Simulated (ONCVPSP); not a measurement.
## Reading a pseudo-wave (promethium)

Columns: radius, all-electron u(r) and pseudo u(r) of the 5s shell (level -45.61 eV) of promethium in the configuration [Kr] 4d10 4f4 5s2 5p6 5d1 6s1.5 6p0.5; BLYP, scalar-relativistic, ONCV scheme, ONCVPSP 4.0.1.

```json
{"r (bohr)": "0.163", "all-electron": "0.3111", "pseudo": "0.1889"}
{"r (bohr)": "0.325", "all-electron": "-0.1580", "pseudo": "0.3675"}
{"r (bohr)": "0.488", "all-electron": "-0.5349", "pseudo": "0.5282"}
{"r (bohr)": "0.650", "all-electron": "-0.1675", "pseudo": "0.6609"}
{"r (bohr)": "0.813", "all-electron": "0.3702", "pseudo": "0.7612"}
{"r (bohr)": "0.975", "all-electron": "0.7606", "pseudo": "0.8253"}
{"r (bohr)": "1.138", "all-electron": "0.9564", "pseudo": "0.8529"}
{"r (bohr)": "1.300", "all-electron": "0.9978", "pseudo": "0.8447"}
{"r (bohr)": "1.463", "all-electron": "0.9427", "pseudo": "0.8046"}
{"r (bohr)": "1.625", "all-electron": "0.8385", "pseudo": "0.7402"}
{"r (bohr)": "1.788", "all-electron": "0.7155", "pseudo": "0.6590"}
{"r (bohr)": "1.950", "all-electron": "0.5942", "pseudo": "0.5691"}
{"r (bohr)": "2.113", "all-electron": "0.4828", "pseudo": "0.4755"}
{"r (bohr)": "2.275", "all-electron": "0.3869", "pseudo": "0.3859"}
{"r (bohr)": "2.438", "all-electron": "0.3060", "pseudo": "0.3060"}
{"r (bohr)": "2.600", "all-electron": "0.2402", "pseudo": "0.2402"}
{"r (bohr)": "2.763", "all-electron": "0.1869", "pseudo": "0.1869"}
{"r (bohr)": "2.925", "all-electron": "0.1449", "pseudo": "0.1448"}
{"r (bohr)": "3.088", "all-electron": "0.1115", "pseudo": "0.1115"}
{"r (bohr)": "3.250", "all-electron": "0.0857", "pseudo": "0.0857"}
{"r (bohr)": "3.413", "all-electron": "0.0655", "pseudo": "0.0655"}
{"r (bohr)": "3.575", "all-electron": "0.0500", "pseudo": "0.0500"}
{"r (bohr)": "3.738", "all-electron": "0.0380", "pseudo": "0.0380"}
{"r (bohr)": "3.900", "all-electron": "0.0289", "pseudo": "0.0289"}
{"r (bohr)": "4.063", "all-electron": "0.0219", "pseudo": "0.0219"}
{"r (bohr)": "4.225", "all-electron": "0.0166", "pseudo": "0.0166"}
```

Problem. How many radial nodes do the two functions have?

Solution. The all-electron 5s function has n − l − 1 = 4 (the table is too coarse to show those close to the nucleus); the pseudo-wave has 0, since the states of the same l below it are removed with the core.

Problem. At about which radius was the pseudo-wave matched?

Solution. 2.50 bohr, where the columns begin to agree (steps of 0.16 bohr).

Problem. Is the pseudo-wave norm-conserving?

Solution. Yes: the ONCV scheme keeps the norm inside the radius equal to the all-electron one, which fixes the energy derivative of the logarithmic derivative at the level.
